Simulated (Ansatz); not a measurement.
Born–Oppenheimer molecular dynamics of Cl₃H₂NZr (7 atoms, charge 0, multiplicity 1). It goes on from the last frame of an earlier run, with new velocities.

All numbers below come from RKS CAM-B3LYP/def2-SVP in Ansatz 0.2.0.

```json
{
 "ensemble": "NVT, Langevin thermostat",
 "time step": "0.5 fs",
 "steps asked": "150",
 "set temperature": "400 K",
 "friction": "0.02 /fs",
 "temperature schedule": "37 steps to 400 K, then 113 steps to 100 K",
 "seed": "635913"
}
```

First frame:

```xyz
7
Properties=species:S:1:pos:R:3
Zr 0.031 0.036 -0.044
Cl 0.169 -0.198 2.216
Cl 2.097 -0.117 -1.175
Cl -1.325 1.734 -0.892
N -1.106 -1.508 -0.450
H -1.326 -2.191 0.248
H -1.380 -1.871 -1.350
```

Question: How far do the bonds stretch over the last three quarters of this one trajectory? (Pairs bonded in most of those frames.)

Answer: 
```tsv
bond	mean (Å)	spread (Å)	shortest	longest
Zr1–Cl2	2.353	0.017	2.33	2.38
Zr1–Cl3	2.388	0.026	2.34	2.42
Zr1–Cl4	2.362	0.030	2.32	2.41
Zr1–N5	1.989	0.012	1.98	2.01
N5–H6	1.026	0.022	0.99	1.06
N5–H7	1.023	0.022	0.98	1.07
```

Mean temperature of the second half: 340 K. The schedule's set-point averaged 200 K over the second half and the system 340 K, so it lags behind the ramp. A run of 0.075 ps of so small a system gives no equilibrium averages.

Time of the run: 6.1 min on 4 threads of Arm Neoverse V2, on a shared host, peak memory 0.32 GiB.
